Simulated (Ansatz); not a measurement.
`OB(F)[SiH3]` + `N[SiH2]O[SiH3]` → `NB(O)F` + `[SiH3]O[SiH2][SiH3]`  (redistribution)

Calculated with Ansatz (gas phase, PBE0-D4/def2-TZVP geometries, no zero-point term in ΔE). CCSD(T)/CBS is the MP2 limit (def2-TZVPP, def2-QZVPP) plus CCSD(T) − MP2 in def2-TZVPP, frozen cores. Functionals use def2-TZVPP. One conformer a species, not always the lowest.

```tsv
species	B97M-V energy (Eh)
`OB(F)[SiH3]`	-491.88892
`N[SiH2]O[SiH3]`	-713.18368
`NB(O)F`	-256.69417
`[SiH3]O[SiH2][SiH3]`	-948.39760
```

Problem. Work out ΔE.

Solution. ΔE = (-256.69417) + (-948.39760) − (-491.88892) − (-713.18368) = -0.01917 Eh = -50.3 kJ/mol. CCSD(T)/CBS gives -44.5 kJ/mol.

Largest T1 diagnostic among the species: 0.014.

At CCSD(T), def2-SVP lies −15.3 kJ/mol from the extrapolated value and def2-TZVPP +0.0 kJ/mol. In def2-TZVPP, CCSD(T) changes the Hartree–Fock value by +3.9 kJ/mol (the triples alone add +1.2 kJ/mol) and MP2 by +6.4 kJ/mol.
